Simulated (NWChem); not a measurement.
System: C$_{2}$H$_{4}$BBr; SMILES C=CBBr

Input file for NWChem:

```
start job
memory heap 200 mb stack 900 mb global 1100 mb
geometry units angstroms noautoz
  B     -1.035613    -0.490171    -0.000969
  H     -2.216615    -0.252807    -0.003126
  Br     0.109346     1.045296    -0.000595
  C     -0.470801    -1.926355     0.001181
  C      0.838208    -2.231335    -0.000498
  H     -1.189589    -2.755456     0.003593
  H      1.198819    -3.265576     0.000485
  H      1.600416    -1.443900    -0.003066
end
basis spherical
  * library def2-svp
end
dft
  xc b3lyp
  iterations 150
  mulliken
end
task dft energy
```

Geometry: optimised at PBE0/def2-SVP.

Task: What results follow from this input? (B3LYP/def2-SVP.) Quantities: energy (Ha); highest occupied level (eV); orbital gap (eV); dipole (D).

Result: 
```json
{
  "energy (Ha)": "-2677.28",
  "highest occupied level (eV)": "-7.65",
  "orbital gap (eV)": "5.29",
  "dipole (D)": "1.66"
}
```
